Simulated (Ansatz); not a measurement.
A made-up structure of NaGeH2, doublet:

Na1  (-1.203, -0.503, -0.088)
Ge2  (0.593, 0.815, 0.265)
H3  (0.201, 0.296, -1.246)
H4  (0.410, -0.608, 1.069)
(Å)

It is relaxed with PBE-D4/def2-SVP and then PBE0-D4/def2-TZVP (Ansatz 0.2.0). Atoms count as bonded within 1.22 times the sum of their covalent radii (H–H: 0.88 Å). The end point is not checked to be a true minimum.

Task: Does its bonding change? (Judge from chemistry; the calculation decides.)

Result: Computed: No: no bond forms or breaks.

Where it ends: The first stage lowers the energy by 0.78 eV in 5 steps. It ends as NaGeH₂ ([H]1[Na]2[H][Ge]12):
Na1  (-1.450, -0.674, -0.132)
Ge2  (0.797, 0.910, 0.283)
H3  (0.230, 0.300, -1.147)
H4  (0.423, -0.536, 0.996)
(Å)

Labels in which every atom is bracketed show which atoms are joined, not bond orders.

For scale, one of the runs: PBE0-D4/def2-TZVP relaxation, 92 basis functions, launched by `ansatz run in.yaml --threads 2 --pin off --events-out ev --progress --plain --max-ram 4352MiB`. Hardware: 2 CPU threads of an Intel Xeon Platinum 8259CL, shared host. Wall time about 14 s.
